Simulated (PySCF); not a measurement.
Computed shifts of a molecule C2H9FOSi2, KT2/pcSseg-1 in PySCF, GIAO, gas phase, atoms alike by connectivity averaged where their shifts nearly agree, in ppm (number of nuclei): ¹³C: 67.0 (1), 16.4 (1). ²⁹Si: -8.3 (1), -74.1 (1). ¹⁹F: -255.1 (1). ¹H: 5.61 (2), 4.57 (1), 4.22 (1), 4.07 (1), 3.79 (1), 1.47 (2), 0.83 (1). References: ¹⁷O against H2O (σ = 330.4 ppm); ¹³C against TMS (σ = 185.1 ppm); ²⁹Si against TMS (σ = 361.9 ppm); ¹⁹F against CFCl3 (σ = 127.1 ppm); ¹H against TMS (σ = 31.47 ppm), references at their B3LYP-D3(BJ)/def2-TZVP geometries, non-relativistic. Geometry: B3LYP-D3(BJ)/def2-SVP. The values are those of a single conformer.

**Question.** Which molecule gave these data?
(A) O[Si@@H](CF)C[SiH3]
(B) OCC[SiH2][SiH2]F
(C) F[SiH2]CCO[SiH3]
(D) C[C@@H]([SiH2]O)[SiH2]F

**Answer.** B, OCC[SiH2][SiH2]F
